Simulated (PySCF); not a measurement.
**Do core-level shifts follow atomic charges?**

Compound: C5H9F3O.
Cartesian coordinates in Å at the PBE0-D3(BJ)/def2-SVP level; atoms count from 1:
```
atom  x, y, z in Å
C1     2.5761    0.2113   -1.1707
C2     1.7800   -1.0025   -0.7285
O3     0.3953   -0.8790   -0.9269
C4    -0.2532   -0.0190   -0.0396
C5    -1.7434   -0.1592   -0.2762
C6    -2.5735    0.7312    0.6052
F7    -2.2937    2.0267    0.4090
F8    -3.8781    0.5660    0.3727
F9    -2.3646    0.4784    1.9043
H10    3.6546    0.0157   -1.0719
H11    2.3638    0.4460   -2.2248
H12    2.3462    1.1028   -0.5677
H13    2.0857   -1.8835   -1.3141
H14    1.9909   -1.2322    0.3364
H15   -0.0122   -0.2793    1.0110
H16    0.0464    1.0361   -0.1883
H17   -1.9798    0.0828   -1.3227
H18   -2.0548   -1.1990   -0.0999
```

Binding energies: delta-SCF UKS SCAN, pcX-2 on the ionised atom, pcseg-1 elsewhere, spin-free X2C in PySCF. Charges: PBE0/pcSseg-1 ground-state density, for the ionised atom.

```
atom                 environment  C 1s (eV)  Mulliken (e)  IAO (e)  Hirshfeld (e)  ESP (e)
  C1               methyl carbon     290.88        -0.329   -0.431         -0.123   -0.312
  C5            chain CH2 carbon     291.65        -0.306   -0.307         -0.099   -0.498
  C2  sp3 carbon bound to oxygen     292.32        +0.015   -0.041         +0.008   +0.230
  C4  sp3 carbon bound to oxygen     292.51        +0.060   -0.043         -0.001   +0.371
  C6                  CF3 carbon     298.26        +0.771   +0.811         +0.262   +0.611
```

Problem. How well does each charge scheme correlate with the binding energies over these sites?

Solution. IAO: r = 0.99, slope 6.0 eV per e; Hirshfeld: r = 0.98, slope 18.9 eV per e; Mulliken: r = 0.97, slope 6.4 eV per e; ESP: r = 0.75, slope 4.7 eV per e. On 5 points no scheme stands out.

Problem. The point-charge model writes a binding energy as kq + V + constant, with V the potential of the other atoms' charges at the site. What does it give with the Hirshfeld charges?

Solution. V = Σ 14.40 eV Å × q/r over all other atoms: +1.74 eV at C1, +2.01 eV at C5, -0.36 eV at C2, -0.29 eV at C4, -3.26 eV at C6. Fitting binding energy − V to q gives k = 32.5 eV per e and leaves an rms residual of 0.24 eV, against 0.51 eV for the fit on q alone. The model has no term for differences in relaxation between sites.

Isolated species at its PBE0-D3(BJ)/def2-SVP geometry (one conformer only).
